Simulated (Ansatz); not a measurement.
Born–Oppenheimer molecular dynamics of a periodic cell of 40 atoms, H4C (packed as 8 CH4, density as packed 0.53 g/cm³ with natural masses). It goes on from the last frame of an earlier run, with new velocities.

These are results of DFT r2SCAN, scalar-relativistic, plane waves, PAW (Ansatz), not measurements. Settings: accuracy low, cutoff 500 eV, k mesh 1x1x1, fermi-dirac smearing 0.02 eV, no spin polarisation.

| Property | Result |
| --- | --- |
| ensemble | NVT, Nosé–Hoover chain |
| time step | 0.75 fs |
| steps asked | 70 |
| set temperature | 1000 K |
| thermostat | time constant 200 fs, chain length 3 |
| seed | 716037 |

First frame:

```xyz
40
Lattice="7.3877 0.0000 0.0000 0.0000 7.3877 0.0000 0.0000 0.0000 7.3877" Properties=species:S:1:pos:R:3
C 3.538 3.339 4.434
H 3.168 3.064 3.447
H 4.560 3.689 4.442
H 3.354 2.383 5.025
H 3.085 4.311 5.033
C 3.401 6.094 0.806
H 4.282 6.609 0.391
H 3.214 6.263 1.922
H 3.416 4.975 0.679
H 2.498 6.452 0.261
C 2.662 -0.357 3.920
H 3.405 0.085 3.193
H 3.133 -0.727 4.779
H 2.211 -1.122 3.295
H 1.828 0.364 4.114
C 6.677 1.529 2.977
H 5.738 0.852 3.036
H 7.147 0.980 2.200
H 7.277 1.420 3.813
H 6.530 2.529 2.772
C 7.030 5.118 2.889
H 7.290 5.756 3.753
H 6.771 4.150 3.317
H 7.893 4.930 2.123
H 6.209 5.506 2.308
C 7.106 6.336 5.949
H 7.890 6.324 5.204
H 7.417 6.953 6.872
H 6.822 5.347 6.405
H 6.316 6.895 5.440
C 5.702 2.959 7.316
H 6.572 3.314 7.745
H 5.300 2.149 7.987
H 6.102 2.609 6.250
H 4.925 3.711 7.196
C 1.681 2.695 0.578
H 2.353 3.356 1.072
H 1.279 1.935 1.194
H 2.465 2.123 -0.079
H 1.054 3.065 -0.240
```

(1) What does the run give?

(2) What happens to the structure?

(3) How do temperature and energy run in time?

Answers

(1) The run went to its last step.

| Item | Value |
| --- | --- |
| steps done | 70 |
| time covered | 52.5 fs |
| mean temperature over the second half | 926 K |
| spread of the potential energy over the second half | 7.8 meV per atom |
| mean potential energy of the second half above the start | 10.1 meV per atom |

The conserved energy stayed within 0.9 meV per atom of its start (net change 0.17 meV per atom), so there is no drift, though single steps change it by up to 27 meV in the whole system, a sign of fast motions only just resolved. A run of 0.052 ps of so small a system gives no equilibrium averages. Limits of this set-up: coarse k mesh, low accuracy level.

(2) Mean squared displacements from the first frame to the last, about the centre of mass: C 0.13 Å², H 1.70 Å². The details hang on the random start.

(3) 
```
time (fs)  T (K)  potential energy less start (eV)  conserved less start (meV/atom)
      0.0   1000                             0.000                             0.00
      1.5    911                             0.466                             0.46
      3.0    852                             0.762                             0.34
      4.5    814                             0.954                             0.37
      6.0    782                             1.108                             0.28
      7.5    782                             1.127                             0.71
      9.0    939                             0.316                             0.17
     10.5   1051                            -0.259                            -0.07
     12.0   1009                            -0.023                             0.45
     13.5    974                             0.138                             0.08
     15.0    892                             0.565                             0.45
     16.5    849                             0.769                             0.07
     18.0    784                             1.114                             0.54
     19.5    844                             0.808                             0.36
     21.0    946                             0.274                            -0.13
     22.5    928                             0.392                             0.57
     24.0    992                             0.056                             0.25
     25.5   1042                            -0.200                             0.15
     27.0   1006                            -0.018                             0.14
     28.5    899                             0.532                             0.35
     30.0    863                             0.727                             0.63
     31.5    940                             0.306                            -0.27
     33.0    874                             0.677                             0.67
     34.5    931                             0.373                             0.33
     36.0   1024                            -0.110                            -0.11
     37.5    981                             0.125                             0.33
     39.0    915                             0.448                             0.05
     40.5    842                             0.846                             0.79
     42.0    938                             0.321                            -0.25
     43.5    881                             0.624                             0.12
     45.0    788                             1.127                             0.89
     46.5    906                             0.496                            -0.03
     48.0    964                             0.219                             0.37
     49.5   1000                             0.024                            -0.03
     51.0    945                             0.323                             0.49
     52.5    942                             0.330                             0.17
```

The run took 15 min on 1 thread of Arm Neoverse V2 (shared host), peak memory 0.69 GiB.
